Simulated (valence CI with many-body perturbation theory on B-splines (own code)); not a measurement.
## Pd VI: what the settings do

Calculated by relativistic CI+MBPT: five valence electrons over a frozen Dirac-Fock core [Kr], a basis of 6 s, 6 p, 5 d, 5 f, 1 g functions for each j, with the one-electron correlation potential Σ1 (screened to all orders), the two-electron term Σ2, the three-electron term Σ3, Breit, model QED; selected single and double excitations, second order for the rest, scaled by the run's own slope (own B-spline code, finite nucleus).

No measured levels were compared; by estimate terms of the open shell hold to 2 to 4 % of their energy, and close levels can change places; different configurations can be misplaced against each other by 1,000 to 8,000 cm⁻¹. Not all symmetries were solved, so the list stops early. Among the levels kept, up to 430 cm⁻¹ of a level comes from second order outside the variational space, and about a tenth of that is noise between levels of different J, which matters for small intervals. Only levels of the ground parity were solved; by the run's estimate the other parity begins above the list, which can be wrong where configurations are misplaced.

The reference run has the lowest level 4d5 6S_5/2 and an ionisation energy of 83.8378 eV. Its largest variational space holds 9996 state functions.

Names give the largest LS component (configuration and term), which can be under half, so a name can repeat, a term be missing and a line seem to break the LS rules; names also repeat where a configuration has a term twice.

Changed runs:
A. core polarisation of operators on → off; Davidson tolerance 2e-05 → 0.001
B. core polarisation of operators on → off
C. correlating orbitals by l 3 3 3 3 1 → 4 3 5 0 3
D. size limit of the variational space 10000 → 300; second order for the rest on → off (bad on purpose)

Excitation energies of the reference run in cm⁻¹, and shifts in cm⁻¹:

| Level | Reference | A | B | C | D |
| --- | --- | --- | --- | --- | --- |
| 4d5 4G_5/2 | 27625 | -0.1 | 0 | +352 | +1729 |
| 4d5 4G_7/2 | 28210 | +0.2 | 0 | +295 | +1600 |
| 4d5 4G_11/2 | 28413 | +0.2 | 0 | +276 | -1016 |
| 4d5 4G_9/2 | 28553 | +0.2 | 0 | +269 | -856 |
| 4d5 4P_5/2 | 30860 | -0.4 | 0 | +1110 | +3671 |
| 4d5 4P_3/2 | 31703 | +0.2 | 0 | +1111 | +786 |
| 4d5 4P_1/2 | 32977 | +0.1 | 0 | +1186 | -178 |
| 4d5 4D_7/2 | 34422 | +0.2 | 0 | +655 | +2769 |
| 4d5 4D_1/2 | 36152 | +0.3 | 0 | +1031 | -262 |
| 4d5 4D_5/2 | 36829 | -0.3 | 0 | +1094 | +3889 |
| 4d5 4D_3/2 | 37080 | +0.2 | 0 | +1128 | +982 |
| 4d5 2I_11/2 | 40400 | +0.2 | 0 | +243 | -764 |
| Ionisation energy (eV) | 83.8378 | +3e-05 | 0 | -0.1366 | -0.8840 |

No effect on these energies: B.
